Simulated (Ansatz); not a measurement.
Compare A (`CC1=N[SiH2]1`) with its isomer B (`N#CC[SiH3]`).

Computed with Ansatz on PBE0-D4/def2-TZVP structures; ΔE is electronic, products minus reactants. CBS: MP2 limit from def2 TZ/QZ plus the TZ coupled-cluster correction, frozen cores. DFT in def2-TZVPP.

Task: Which isomer does CCSD(T)/CBS put lower? Give the gap. (Best estimate.)

Result: Computed: B, by 21.5 kcal/mol.

Task: Give E(B) − E(A) in kcal/mol with ωB97M-V, PBE-D4, PBE0-D4, MP2/def2-TZVPP, LDA (SPW92), HF/def2-TZVPP, CCSD(T)/def2-TZVPP. (Estimate.)

Result: The calculation gave: ωB97M-V -20.5, PBE-D4 -16.4, PBE0-D4 -17.5, MP2/def2-TZVPP -23.6, LDA (SPW92) -11.9, HF/def2-TZVPP -30.0, CCSD(T)/def2-TZVPP -23.2. None reverses the order clearly.

Task: Does the order hold for the free energy at 298.15 K (harmonic terms from PBE0-D4)? (Best estimate.)

Result: Ansatz gave: Yes: G(B) − G(A) = -23.7 kcal/mol.

Largest T1 diagnostic: 0.015.

From PBE to PBE0 (25 % exact exchange), in def2-TZVPP and without D4, E(B) − E(A) moves by −1.1 kcal/mol. Leaving LDA and LC-ωPBE aside and taking each functional with its dispersion term where it has one, the values, not all of them listed here, spread over 6.8 kcal/mol, from BHLYP-D4 to PBE-D4. LDA lies +4.5 kcal/mol from PBE without D4.
